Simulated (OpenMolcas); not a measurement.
Computed levels of 4s2 4p in ions with 31 electrons, in cm-1 above 2P* 1/2.

```json
{
  "Program": "OpenMolcas 26.06",
  "Method": "SS-CASPT2, IPEA 0.25 Eh, imaginary shift 0.1 Eh",
  "Basis": "ANO-RCC-VQZP",
  "Scalar Hamiltonian": "DKH2, point nucleus",
  "Spin-orbit coupling": "state interaction with AMFI integrals over the reference wave functions, term energies averaged over their components"
}
```

Active space for each ion: 3 electrons in 8 orbitals (4s 4p 5s 5p); closed shells correlated by CASPT2: 3d.

| Level | As2+ | Br4+ | Kr5+ |
| --- | --- | --- | --- |
| 2P* 3/2 | 2570 | 5310 | 7190 |

Estimate 2P* 3/2 for Se3+ from its neighbours As2+ and Br4+.

2P* 3/2 is fine structure, which grows about as the fourth power of a screened charge, so the fourth roots are averaged: ((2570^0.25 + 5310^0.25) / 2)^4 = 3755. The calculation gives 3740, so the estimate is off by +0.4 %; the measured value is 4376 (Moore, Atomic Energy Levels, vol. II, NSRDS-NBS 35 (1971 reprint of NBS Circular 467, 1952)).

Over all roots computed the reference weight is 0.87 to 0.98 in As2+, 0.89 to 0.98 in Se3+, 0.90 to 0.99 in Br4+, 0.90 to 0.99 in Kr5+; the roots of lowest weight are the least certain, and an intruder state may touch them. The run also gave levels led by 4s2 5p, which use shells meant for correlation; these and all levels above them are left out (holds for As2+). Active for correlation alone: 5p 5s; no level in the range computed is led by a configuration that fills them, so any true level of that kind is missing (holds for Se3+; Br4+; Kr5+). Computed and measured levels are paired by configuration, term and J; levels that our copy of the source lacks, or whose pairing is in doubt (as where it misses far off the trend of its configuration), stay unpaired and out of the deviations. Only configurations of the active space appear.

* marks odd parity.
